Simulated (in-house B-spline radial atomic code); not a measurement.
RPA and G0W0 on BLYP: Mo⁺

Configuration [Kr] 4d5, highest spin, mean-field start BLYP. Computed with a B-spline radial code for spherical atoms: all electrons, non-relativistic, point nucleus, each spin shell either full or empty, empty states to l = 9 with an (l + 1/2)⁻⁴ tail; G0W0 by contour deformation at full frequency.

Without relativity these are model numbers: it shifts the levels of so heavy an element strongly and can reorder them.

Command:
```bash
python run_gw.py task.json out
```
Settings (radii: box in bohr, nucleus in fm):
```
Z                        42
electrons                41
configuration            [Kr] 4d5
hamiltonian              nr
method                   b88,lyp
lmax                     9
spin_polarised           True
box_radius               23.78
intervals                54
```

Run time, properties included: 3.3 s on 1 thread of AMD EPYC 7R43 64-Core Processor (shared host).

Energies (hartree):

| term | value |
| --- | --- |
| mean-field total | -3977.35989 |
| Hartree-Fock functional on these orbitals | -3975.30284 |
| direct second order | -3.465 |
| second-order exchange | 1.011 |
| SOSEX correction | 0.93034 |

Problem. What is the RPA correlation energy, and what remains with SOSEX?

Solution. RPA gives -3.0213 hartree (-2.01 eV per electron); RPA + SOSEX gives -2.091, and the second-order doubles -2.454 hartree (no singles). SOSEX takes back 31 % of the RPA value.

Quasi-particle levels (eV):

```
level  occupied  mean field  Σx - vxc     Σc  QP weight    G0W0
4d up       yes     -11.290     -5.58      ?          ?       ?
5s up        no      -9.778      4.24  -1.69      0.909  -7.229
```

G0W0 = mean field + (Σx - vxc) + Σc, with Σc (partial-wave tail included) taken at the quasi-particle energy. Only the outer levels were computed. Levels of low weight are left out.

Problem. Where does G0W0 put 4d up?

Solution. At -16.302 eV, with Σc = 0.56 eV and a quasi-particle weight of 0.791. The tabulated removal energy is 16.16 ± 0.12 eV (NIST, semi-empirical); the calculation leaves out relativity, Breit and QED terms, and what these don't explain is the method's own error.
